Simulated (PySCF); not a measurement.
# Basis-set dependence of population analyses: `BNBCC`

Compound: C2H9B2N.
Cartesian coordinates in Å at the PBE0-D3(BJ)/def2-SVP level; atoms count from 1:
```
atom  x, y, z in Å
B1     2.4657    0.2158    0.9137
N2     1.1013    0.1665    0.5402
B3     0.4928    0.8290   -0.5683
C4    -1.0418    0.7108   -0.8798
C5    -1.8901   -0.1721    0.0263
H6     2.8341   -0.3955    1.8910
H7     3.2335    0.8699    0.2505
H8     0.4882   -0.3958    1.1254
H9     1.2125    1.5012   -1.2730
H10   -1.4354    1.7458   -0.9008
H11   -1.1283    0.3906   -1.9360
H12   -2.9524   -0.1682   -0.2617
H13   -1.5559   -1.2225    0.0001
H14   -1.8452    0.1594    1.0773
```

PBE0 throughout (PySCF), one geometry, spherical d and f functions. Isolated species at its PBE0-D3(BJ)/def2-SVP geometry (one conformer only). Atoms taken as equivalent share a column and are averaged. The first 7 of 10 kinds of atom are listed.

Mulliken charges (e):

| basis | functions | B1 | N2 | B3 | C4 | C5 | H6/H7 | H8 |
| --- | --- | --- | --- | --- | --- | --- | --- | --- |
| STO-3G | 34 | +0.194 | -0.434 | +0.284 | -0.249 | -0.234 | -0.052 | +0.212 |
| 6-31G | 63 | +0.264 | -0.757 | +0.491 | -0.541 | -0.516 | -0.046 | +0.337 |
| pcSseg-0 | 63 | +0.199 | -0.873 | +0.622 | -0.903 | -0.661 | +0.016 | +0.340 |
| 6-31G* | 88 | +0.103 | -0.543 | +0.307 | -0.490 | -0.549 | -0.021 | +0.346 |
| cc-pVDZ | 115 | -0.046 | +0.100 | +0.005 | -0.156 | -0.114 | -0.041 | +0.091 |
| def2-SVP | 115 | +0.009 | -0.037 | +0.008 | -0.163 | -0.107 | -0.039 | +0.142 |
| pcSseg-1 | 130 | +0.155 | -0.512 | +0.353 | -0.503 | -0.310 | -0.014 | +0.212 |
| 6-311+G(2d,p) | 189 | +0.043 | -0.504 | +0.435 | -0.443 | -0.527 | -0.012 | +0.245 |
| aug-cc-pVDZ | 196 | -1.234 | -0.071 | -0.336 | +0.591 | +0.437 | +0.581 | -0.009 |
| def2-TZVP | 209 | -0.017 | -0.280 | +0.084 | -0.269 | -0.399 | +0.005 | +0.223 |
| IGLO-III | 265 | +0.255 | -0.557 | +0.437 | -0.383 | -0.376 | -0.063 | +0.211 |
| cc-pVTZ | 276 | -0.082 | -0.048 | +0.026 | -0.213 | -0.318 | -0.005 | +0.155 |
| pcSseg-2 | 306 | +0.391 | -0.632 | +0.441 | -0.173 | -0.108 | -0.088 | +0.144 |

IAO charges (e):

| basis | functions | B1 | N2 | B3 | C4 | C5 | H6/H7 | H8 |
| --- | --- | --- | --- | --- | --- | --- | --- | --- |
| STO-3G | 34 | +0.083 | -0.393 | +0.198 | -0.392 | -0.392 | -0.005 | +0.225 |
| 6-31G | 63 | +0.046 | -0.417 | +0.194 | -0.411 | -0.429 | +0.005 | +0.266 |
| pcSseg-0 | 63 | +0.039 | -0.392 | +0.184 | -0.416 | -0.420 | +0.003 | +0.262 |
| 6-31G* | 88 | +0.070 | -0.426 | +0.210 | -0.404 | -0.408 | -0.003 | +0.261 |
| cc-pVDZ | 115 | +0.047 | -0.410 | +0.196 | -0.402 | -0.408 | +0.002 | +0.265 |
| def2-SVP | 115 | +0.056 | -0.407 | +0.198 | -0.398 | -0.398 | -0.002 | +0.263 |
| pcSseg-1 | 130 | +0.054 | -0.417 | +0.199 | -0.406 | -0.407 | +0.001 | +0.265 |
| 6-311+G(2d,p) | 189 | +0.054 | -0.427 | +0.203 | -0.414 | -0.421 | +0.002 | +0.271 |
| aug-cc-pVDZ | 196 | +0.049 | -0.421 | +0.199 | -0.410 | -0.419 | +0.003 | +0.270 |
| def2-TZVP | 209 | +0.055 | -0.428 | +0.204 | -0.414 | -0.421 | +0.001 | +0.271 |
| IGLO-III | 265 | +0.054 | -0.429 | +0.203 | -0.415 | -0.422 | +0.002 | +0.272 |
| cc-pVTZ | 276 | +0.054 | -0.428 | +0.204 | -0.415 | -0.422 | +0.002 | +0.271 |
| pcSseg-2 | 306 | +0.057 | -0.429 | +0.205 | -0.414 | -0.421 | +0.001 | +0.271 |

Hirshfeld charges (e):

| basis | functions | B1 | N2 | B3 | C4 | C5 | H6/H7 | H8 |
| --- | --- | --- | --- | --- | --- | --- | --- | --- |
| STO-3G | 34 | +0.148 | -0.157 | +0.169 | -0.078 | -0.042 | -0.075 | +0.112 |
| 6-31G | 63 | +0.128 | -0.185 | +0.160 | -0.121 | -0.100 | -0.062 | +0.124 |
| pcSseg-0 | 63 | +0.135 | -0.180 | +0.164 | -0.125 | -0.101 | -0.066 | +0.122 |
| 6-31G* | 88 | +0.130 | -0.188 | +0.160 | -0.123 | -0.100 | -0.063 | +0.126 |
| cc-pVDZ | 115 | +0.134 | -0.189 | +0.166 | -0.135 | -0.109 | -0.065 | +0.128 |
| def2-SVP | 115 | +0.137 | -0.193 | +0.170 | -0.138 | -0.112 | -0.065 | +0.129 |
| pcSseg-1 | 130 | +0.143 | -0.204 | +0.176 | -0.140 | -0.115 | -0.063 | +0.124 |
| 6-311+G(2d,p) | 189 | +0.146 | -0.218 | +0.175 | -0.143 | -0.115 | -0.061 | +0.126 |
| aug-cc-pVDZ | 196 | +0.141 | -0.214 | +0.175 | -0.147 | -0.123 | -0.060 | +0.126 |
| def2-TZVP | 209 | +0.142 | -0.213 | +0.174 | -0.143 | -0.118 | -0.061 | +0.127 |
| IGLO-III | 265 | +0.142 | -0.216 | +0.175 | -0.146 | -0.122 | -0.060 | +0.126 |
| cc-pVTZ | 276 | +0.141 | -0.209 | +0.174 | -0.143 | -0.119 | -0.062 | +0.127 |
| pcSseg-2 | 306 | +0.143 | -0.216 | +0.177 | -0.146 | -0.123 | -0.061 | +0.126 |

ESP-fitted charges (e):

| basis | functions | B1 | N2 | B3 | C4 | C5 | H6/H7 | H8 |
| --- | --- | --- | --- | --- | --- | --- | --- | --- |
| STO-3G | 34 | +0.087 | -0.087 | +0.194 | -0.156 | -0.216 | -0.079 | +0.154 |
| 6-31G | 63 | +0.203 | -0.353 | +0.282 | -0.129 | -0.195 | -0.094 | +0.248 |
| pcSseg-0 | 63 | +0.212 | -0.346 | +0.293 | -0.087 | -0.295 | -0.097 | +0.242 |
| 6-31G* | 88 | +0.168 | -0.304 | +0.254 | -0.095 | -0.209 | -0.086 | +0.234 |
| cc-pVDZ | 115 | +0.119 | -0.223 | +0.185 | -0.045 | -0.187 | -0.074 | +0.205 |
| def2-SVP | 115 | +0.120 | -0.214 | +0.190 | -0.064 | -0.160 | -0.076 | +0.203 |
| pcSseg-1 | 130 | +0.188 | -0.333 | +0.265 | -0.058 | -0.179 | -0.087 | +0.231 |
| 6-311+G(2d,p) | 189 | +0.167 | -0.328 | +0.247 | -0.048 | -0.204 | -0.079 | +0.233 |
| aug-cc-pVDZ | 196 | +0.175 | -0.319 | +0.254 | -0.050 | -0.192 | -0.083 | +0.223 |
| def2-TZVP | 209 | +0.161 | -0.304 | +0.239 | -0.041 | -0.197 | -0.080 | +0.225 |
| IGLO-III | 265 | +0.171 | -0.318 | +0.252 | -0.054 | -0.188 | -0.082 | +0.224 |
| cc-pVTZ | 276 | +0.160 | -0.290 | +0.237 | -0.048 | -0.196 | -0.081 | +0.218 |
| pcSseg-2 | 306 | +0.175 | -0.316 | +0.255 | -0.055 | -0.191 | -0.084 | +0.224 |

Some averages cover members that differ in this geometry, most widely: H6/H7, Mulliken in aug-cc-pVDZ +0.512 to +0.650; H6/H7, Mulliken in pcSseg-2 -0.101 to -0.076 e.

Problem. Which scheme is steadiest as the basis changes?

Solution. Largest range over the bases for any column: IAO 0.05 e, Hirshfeld 0.08 e, ESP-fitted 0.27 e, Mulliken 1.62 e. IAO charges move least and Mulliken charges most, counted in e. Without the minimal STO-3G basis the ranges are IAO 0.04, Hirshfeld 0.04, ESP-fitted 0.14, Mulliken 1.62 e.

Problem. How much do the charges still move between the two largest bases, cc-pVTZ and pcSseg-2?

Solution. At most, over all atoms: Mulliken 0.584 e, IAO 0.002 e, Hirshfeld 0.007 e, ESP-fitted 0.025 e.

Problem. What do the same runs give for the total energy, the frontier levels and the dipole moment?

Solution. 
| basis | energy (Eh) | HOMO (eV) | LUMO (eV) | μ (D) |
| --- | --- | --- | --- | --- |
| STO-3G | -183.6544 | -7.17 | 1.83 | 1.59 |
| 6-31G | -185.8556 | -8.44 | -0.65 | 1.74 |
| pcSseg-0 | -185.4969 | -8.73 | -0.93 | 1.66 |
| 6-31G* | -185.8957 | -8.40 | -0.62 | 1.72 |
| cc-pVDZ | -185.9101 | -8.48 | -0.87 | 1.73 |
| def2-SVP | -185.7691 | -8.53 | -0.89 | 1.74 |
| pcSseg-1 | -185.8796 | -8.62 | -0.97 | 1.61 |
| 6-311+G(2d,p) | -185.9547 | -8.59 | -0.99 | 1.64 |
| aug-cc-pVDZ | -185.9196 | -8.56 | -1.01 | 1.64 |
| def2-TZVP | -185.9672 | -8.57 | -0.96 | 1.66 |
| IGLO-III | -185.9749 | -8.59 | -0.99 | 1.64 |
| cc-pVTZ | -185.9653 | -8.56 | -0.95 | 1.67 |
| pcSseg-2 | -185.9703 | -8.58 | -0.98 | 1.65 |

The dipole is fixed by the density alone, so its range of 0.15 D shows that the density itself changes with the basis, not only its division among atoms.
